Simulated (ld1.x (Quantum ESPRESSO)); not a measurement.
## Reading a pseudo-wave (Cl)

Columns: radius, all-electron u(r) and pseudo u(r) of the 3s shell (level -44.72 eV) of chlorine in the configuration [Ne] 3s2 3p3; PBE, non-relativistic, TM scheme, ld1.x (Quantum ESPRESSO) 7.5.

| r (bohr) | all-electron | pseudo |
| --- | --- | --- |
| 0.047 | 0.2512 | 0.0802 |
| 0.095 | 0.1207 | 0.1560 |
| 0.142 | -0.0947 | 0.2189 |
| 0.190 | -0.2858 | 0.2675 |
| 0.237 | -0.4075 | 0.2978 |
| 0.285 | -0.4611 | 0.3118 |
| 0.332 | -0.4539 | 0.3126 |
| 0.380 | -0.3994 | 0.3054 |
| 0.427 | -0.3135 | 0.2962 |
| 0.475 | -0.2044 | 0.2899 |
| 0.522 | -0.0861 | 0.2911 |
| 0.570 | 0.0389 | 0.3031 |
| 0.617 | 0.1599 | 0.3284 |
| 0.665 | 0.2781 | 0.3702 |
| 0.712 | 0.3859 | 0.4272 |
| 0.760 | 0.4862 | 0.4991 |
| 0.807 | 0.5740 | 0.5762 |
| 0.855 | 0.6528 | 0.6528 |
| 0.902 | 0.7191 | 0.7191 |
| 0.950 | 0.7763 | 0.7763 |
| 0.997 | 0.8223 | 0.8223 |
| 1.045 | 0.8597 | 0.8597 |
| 1.092 | 0.8873 | 0.8873 |
| 1.140 | 0.9072 | 0.9072 |
| 1.187 | 0.9192 | 0.9192 |
| 1.235 | 0.9247 | 0.9247 |

(1) How many radial nodes do the two functions have?

(2) At about which radius was the pseudo-wave matched?

(3) Is the pseudo-wave norm-conserving?

## Answers

(1) The all-electron 3s function has n − l − 1 = 2; the pseudo-wave has 0, since the states of the same l below it are removed with the core.

(2) 0.90 bohr, where the columns begin to agree (steps of 0.05 bohr).

(3) Yes: the TM scheme keeps the norm inside the radius equal to the all-electron one, which fixes the energy derivative of the logarithmic derivative at the level.
